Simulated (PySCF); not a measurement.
# Electron correlation in Pt³⁺ (platinum, charge +3)

[Xe] 4f14 5d7, high-spin 4F determinant. All numbers are calculated (PySCF 2.14, a scalar-relativistic core potential, in aug-cc-pwCVDZ-PP with ECP60MDF). Frozen: 5s2 5p6; 7 electrons correlated.

```tsv
level	correlation energy (mhartree)
CCSD	-133.66
(T)	-1.63
CCSD(T)	-135.29
```

Diagnostics: T1 = 0.0013, D1 = 0.0027, largest double amplitude 0.030.

Spin-orbit coupling, absent here, splits the open shell strongly.

Cost of the coupled-cluster step: roughly 6 core-seconds, for 7 correlated electrons.

Iterations:

```
CC2 = 0
CCSD nocc = (np.int64(5), np.int64(2)), nmo = (66, 66)
frozen orbitals [[0, 1, 2, 3], [0, 1, 2, 3]]
max_cycle = 100
direct = 0
conv_tol = 1e-08
conv_tol_normt = 1e-06
diis_space = 8
diis_start_cycle = 0
Init t2, MP2 energy = -0.128258696507168
Init E_corr(UCCSD) = -0.128258696507523
cycle = 1  E_corr(UCCSD) = -0.132523890496387  dE = -0.00426519399  norm(t1,t2) = 0.0164986
cycle = 2  E_corr(UCCSD) = -0.133098825954948  dE = -0.000574935459  norm(t1,t2) = 0.00868502
cycle = 3  E_corr(UCCSD) = -0.133645365544722  dE = -0.00054653959  norm(t1,t2) = 0.00564903
cycle = 4  E_corr(UCCSD) = -0.133646605756871  dE = -1.24021215e-06  norm(t1,t2) = 0.00157668
cycle = 5  E_corr(UCCSD) = -0.133657015224569  dE = -1.04094677e-05  norm(t1,t2) = 0.000292114
cycle = 6  E_corr(UCCSD) = -0.133656561398671  dE = 4.53825898e-07  norm(t1,t2) = 4.08507e-05
cycle = 7  E_corr(UCCSD) = -0.133656389019343  dE = 1.72379329e-07  norm(t1,t2) = 9.45066e-06
cycle = 8  E_corr(UCCSD) = -0.133656441493342  dE = -5.24739995e-08  norm(t1,t2) = 1.65398e-06
cycle = 9  E_corr(UCCSD) = -0.133656436294846  dE = 5.19849633e-09  norm(t1,t2) = 3.32996e-07
UCCSD converged
E(UCCSD) = -116.6780885512839  E_corr = -0.133656436294846
UCCSD(T) correction = -0.00163366423189703
```
